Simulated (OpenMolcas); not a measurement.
**d9 ions of charge +2 down a group on the Y site of Cs2NaYCl6**

```yaml
Program: OpenMolcas
Method: SS-CASPT2, IPEA 0.25 Eh, imaginary shift 0.1 Eh
Spin-orbit_coupling: state interaction with AMFI integrals over the reference wave functions
```

The d shell is active; CASPT2 correlates the ligand valence shells and the outer metal core. Each dopant is a cluster with its nearest anions in model potentials and point charges, with no relaxation and no local charge compensation. Distances were set from a Shannon-type radius of the metal (high-spin where two are listed) plus a fixed donor radius (Cl 1.76 Å), in hosts weighted 0.65 to 0.35 with the host's distance in the model lattice. Ligand basis ANO-RCC-VDZP, DKH2 Hamiltonian. States (labels of O, the rotations of Oh). Energies in cm-1 above the lowest state or level, χT in cm3 K/mol; 10Dq is the gap between the two states. Spin-only χT is S(S+1) / 2 for the spin of the ground state.

```tsv
Ion	Shell	R (Å)	Metal basis	Ground state	First state of that spin	10Dq	First gap with spin-orbit (degeneracies)	χT at 300 K	Spin-only χT
Cu2+	3d9	2.535	ANO-RCC-VTZP	2E	2T2 4820	4818	4190 (4, 2)	0.669	0.375
Ag2+	4d9	2.672	ANO-RCC-VTZP	2E	2T2 11580	11579	10180 (4, 2)	0.567	0.375
```

|10Dq| changes by a factor of 11579 / 4818 = 2.40 from Cu2+ to Ag2+.

χT departs most from the spin-only value for Cu2+, by +0.294 cm3 K/mol.

Roots that are degenerate in the reference are averaged as groups; the widest CASPT2 spread within a group is 94 cm-1 (the 3-fold group of multiplicity 2 near 11600 cm-1 above the lowest state of its run, Ag2+). Shifts and gaps below about the spread of the groups concerned are not significant. Over all roots computed the reference weight is 0.68 in Cu2+, 0.67 to 0.68 in Ag2+; a low but even weight reflects the number of correlated electrons. An orbital doublet at a regular site is open to a Jahn-Teller distortion, which this geometry leaves out. Ligand-to-metal charge-transfer states are missing. A single d shell leaves out the double-shell effect, which counts most for late 3d ions, where the CASPT2 field can be off either way by tens of per cent (holds for Cu2+). With one d shell and no ligand orbital active, 10Dq can be off by tens of per cent for divalent 3d ions, low with halides held by bare charges and at times high in hosts, and the orbital part of g and χT goes as 1/10Dq (holds for Cu2+). Free-ion shares, where given, are those of the reference states; single-state CASPT2 does not remix them (holds for Cu2+). With one d shell and no ligand orbital active, 10Dq can be off by a tenth or more (holds for Ag2+). No measured value stands beside these numbers; the geometry was set by hand and not optimised.
